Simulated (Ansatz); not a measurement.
Species: sum formula BNHCl2, net charge -1, singlet state. It need not be the lowest isomer of its formula. Whether it binds its extra electron was not tested at this geometry. 
Coordinates optimised at B3LYP-D3(BJ)/def2-TZVP (Ansatz, an electronic-structure program):
```
B
N 1 1.3306
H 2 1.0153 1 113.24
Cl 1 1.8536 2 123.44 3 180.00
Cl 1 1.8879 2 127.02 3 0.00
```
Charge -1, spin multiplicity 1.

Basis-set convergence of Hartree-Fock and MP2 correlation energies (hartree) with Ansatz. Cores are frozen in the correlated levels unless marked. No spin-orbit coupling. No relativistic terms. This anion needs diffuse functions, which these sets lack.

```json
[
 {"basis": "cc-pV(D+d)Z", "functions": "79", "E(HF)": "-998.85992", "E(corr, MP2)": "-0.53314"},
 {"basis": "cc-pV(T+d)Z", "functions": "152", "E(HF)": "-998.91477", "E(corr, MP2)": "-0.69889"},
 {"basis": "cc-pV(Q+d)Z", "functions": "268", "E(HF)": "[?]", "E(corr, MP2)": "[?]"}
]
```

**Question.** Some entries are withheld; supply them.

**Answer.** 
- cc-pV(Q+d)Z, E(HF): -998.93007
- cc-pV(Q+d)Z, E(corr, MP2): -0.76157
